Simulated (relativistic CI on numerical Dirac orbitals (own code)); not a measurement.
Energy levels of Hg30+

These numbers are calculated, not measured: Dirac-Coulomb-Breit CI, separate exchange-only KLI orbitals for each configuration, QED by a radiative potential, unscaled Slater integrals (own radial code, finite nucleus).

Configurations in the expansion (outside the closed core [Ar] 3d10): 4s2 4p6 4d10 4f4, 4s2 4p6 4d9 4f5, 4s2 4p6 4d10 4f3 5s, 4s2 4p6 4d10 4f3 5p, 4s2 4p6 4d10 4f2 5s2, 4s2 4p5 4d10 4f5, 4s2 4p6 4d10 4f2 5s 5p, 4s2 4p6 4d10 4f3 5d, 4s2 4p6 4d10 4f2 5p2, 4s2 4p6 4d10 4f2 5s 5d, 4s 4p6 4d10 4f5, 4s2 4p6 4d9 4f4 5s, 4s2 4p6 4d9 4f3 5s2, 4s2 4p6 4d10 4f2 5p 5d, 4s2 4p6 4d10 4f3 5f, 4s2 4p6 4d10 4f3 6s, 4s2 4p6 4d10 4f2 5d2, 4s2 4p6 4d10 4f3 5g, 4s2 4p6 4d10 4f3 6d. Levels of other configurations are missing.

The lowest level is 4s2 4p6 4d10 4f4 5I_4, with 72 % of that term; Hund's rules for 4s2 4p6 4d10 4f4 give 5I with J = 4, in agreement.

```tsv
No.	Configuration	Term	J	E (cm⁻¹)	%	Lifetime (s)	jj configuration (%)
1	4s2 4p6 4d10 4f4	5I	4	0.0	72		4f5/2^4 (70)
2	4s2 4p6 4d10 4f4	5I	5	27495.7	87	9.51e-04	4f5/2^3 4f7/2 (84)
3	4s2 4p6 4d10 4f4	3F	2	42644.6	26	2.17e+01	4f5/2^4 (88)
4	4s2 4p6 4d10 4f4	5I	6	47389.7	77	2.22e-03	4f5/2^3 4f7/2 (50)
5	4s2 4p6 4d10 4f4	3G	4	59549.7	27	5.62e-04	4f5/2^3 4f7/2 (66)
6	4s2 4p6 4d10 4f4	5F	1	60098.4	74	5.17e-03	4f5/2^3 4f7/2 (92)
7	4s2 4p6 4d10 4f4	5I	7	60147.5	50	1.17e-02	4f5/2^3 4f7/2 (58)
8	4s2 4p6 4d10 4f4	3K	8	69300.6	34	6.17e-02	4f5/2^3 4f7/2 (68)
9	4s2 4p6 4d10 4f4	5F	3	69658.0	52	2.03e-03	4f5/2^3 4f7/2 (89)
10	4s2 4p6 4d10 4f4	5G	2	73168.3	52	2.60e-03	4f5/2^3 4f7/2 (87)
11	4s2 4p6 4d10 4f4	5G	3	76943.4	52	8.66e-04	4f5/2^3 4f7/2 (94)
12	4s2 4p6 4d10 4f4	5S	2	77001.1	46	3.78e-03	4f5/2^3 4f7/2 (73)
13	4s2 4p6 4d10 4f4	3K	6	85665.1	73	3.49e-04	4f5/2^2 4f7/2^2 (64)
14	4s2 4p6 4d10 4f4	3G	5	88892.9	31	1.01e-03	4f5/2^3 4f7/2 (62)
15	4s2 4p6 4d10 4f4	3L	7	92253.7	51	5.28e-04	4f5/2^2 4f7/2^2 (46)
16	4s2 4p6 4d10 4f4	5F	4	96392.5	64	6.69e-04	4f5/2^2 4f7/2^2 (68)
17	4s2 4p6 4d10 4f4	3M	8	99668.4	41	8.20e-04	4f5/2^2 4f7/2^2 (47)
18	4s2 4p6 4d10 4f4	5D	0	108391.3	54	3.21e-01	4f5/2^4 (78)
19	4s2 4p6 4d10 4f4	5G	4	110259.7	60	2.80e-04	4f5/2^2 4f7/2^2 (81)
20	4s2 4p6 4d10 4f4	5F	2	112705.0	34	3.50e-04	4f5/2^2 4f7/2^2 (84)
21	4s2 4p6 4d10 4f4	3G	3	114051.7	51	3.89e-04	4f5/2^2 4f7/2^2 (91)
22	4s2 4p6 4d10 4f4	5F	5	116711.2	48	8.45e-04	4f5/2^2 4f7/2^2 (56)
23	4s2 4p6 4d10 4f4	3P	1	120324.6	58	4.43e-04	4f5/2^2 4f7/2^2 (91)
24	4s2 4p6 4d10 4f4	3F	2	120636.1	34	4.47e-04	4f5/2^2 4f7/2^2 (73)
25	4s2 4p6 4d10 4f4	3I	5	122146.0	48	4.43e-04	4f5/2^2 4f7/2^2 (58)
26	4s2 4p6 4d10 4f4	3L	8	125959.0	66	1.09e-03	4f5/2^2 4f7/2^2 (93)
27	4s2 4p6 4d10 4f4	3F	4	125989.5	43	6.51e-04	4f5/2^2 4f7/2^2 (62)
28	4s2 4p6 4d10 4f4	3M	9	126876.9	64	7.67e-04	4f5/2^2 4f7/2^2 (98)
29	4s2 4p6 4d10 4f4	3D	3	128584.4	40	9.34e-04	4f5/2^2 4f7/2^2 (80)
30	4s2 4p6 4d10 4f4	5D	1	128803.6	77	2.22e-03	4f5/2^3 4f7/2 (85)
```

Energies count from the lowest computed level; lifetimes are radiative, by E1, M1, E2, M2 decay to levels of this space only. Filled j subshells are mostly left out of the jj labels.

The mean weight of the leading LS term, summed over parents, in these 30 levels is 53 %, and that of the leading jj configuration (from the same eigenvectors) 75 %, so jj coupling describes them better and the LS labels are nominal.

At this charge energies of transitions that change n are usually good to better than 1 %, and those within a shell (Δn = 0) to a few per cent. Terms inside the open d or f shell come out 10 to 20 % too wide with unscaled integrals.

LS names give the leading component of a level, which can be under half, so a name can repeat, a term be missing and a line seem to break the LS rules.
